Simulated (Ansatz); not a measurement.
Ansatz (a first-principles code) input:
A basis named .json is the Basis Set Exchange file of that set.

Ansatz 0.2 input:
```yaml
crystal:
  periodic: [false, false, false]
  atoms:
    - {symbol: B, position_ang: [-0.27022806, -0.66963628, 0.31892411]}
    - {symbol: H, position_ang: [-1.17342216, -1.47140610, 0.40207577]}
    - {symbol: O, position_ang: [0.82618180, -1.03693406, 1.13523972]}
    - {symbol: H, position_ang: [1.52048099, -0.37518832, 1.04024732]}
    - {symbol: P, position_ang: [-0.26875362, 0.85399829, -0.72281691]}
    - {symbol: H, position_ang: [-1.57406871, 0.68027390, -1.27660778]}
basis:
  gaussian:
    orbitals: aug-cc-pV_Q+d_Z.json
    fitting: {mean_field: def2-universal-jkfit, correlation: aug-cc-pVQZ-RIFIT.json}
total_charge: -1
magnetization: {spin_polarized: false}
correlation: {method: mp2, electrons: outside_noble_gas}
```

Q: What final total energy does it print?

A: -442.70828 Eh (RI-MP2/aug-cc-pV(Q+d)Z). The basis has 387 functions.

It need not be the lowest isomer of its formula. Whether it binds its extra electron was not tested at this geometry.
